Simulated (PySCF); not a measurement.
## How methods differ on the ionisation energy of Sc

Sc [Ar] 3d1 4s2 [3d3/2^1, M_J = 3/2] → Sc⁺ [Ar] 3d1 4s1 [3d3/2^1 4s1/2^1, M_J = 1], as a difference of total energies. Computed with PySCF 2.14 in x2c-QZVPPall-2c (11s9p5d3f2g, 102 functions), with the two-component X2C-1e Hamiltonian. Correlated levels: [Ne] frozen; the 8 highest virtual spinors dropped. "Screened" scales the spin-orbit matrix elements by Boettger's factors to mimic the two-electron term; Breit and QED terms are absent.

```csv
method,ionisation energy (eV),error (eV)
GHF (spin-free),5.405,-1.156
GMP2 (spin-free),6.347,-0.214
GHF (screened spin-orbit),5.407,-1.154
GMP2 (screened spin-orbit),6.353,-0.208
```

Reference: 6.561 eV (measured; NIST Atomic Spectra Database, ionization energies).

Errors of the correlated levels include the incompleteness of this basis and the frozen core.

The labels give the starting determinants; with spin-orbit coupling the two ends relaxed to ⟨J²⟩ = 4.01, ⟨L²⟩ = 6.04, ⟨S²⟩ = 0.77 and ⟨J²⟩ = 3.84, ⟨L²⟩ = 6.01, ⟨S²⟩ = 2.00.

MP2 underrates the near-degeneracy of ns² with np² in the lower species.

The determinant of Sc⁺ mixes levels of different J (the jj label is only the starting occupation), so the difference between spin-free and spin-orbit rows is not the physical spin-orbit shift.
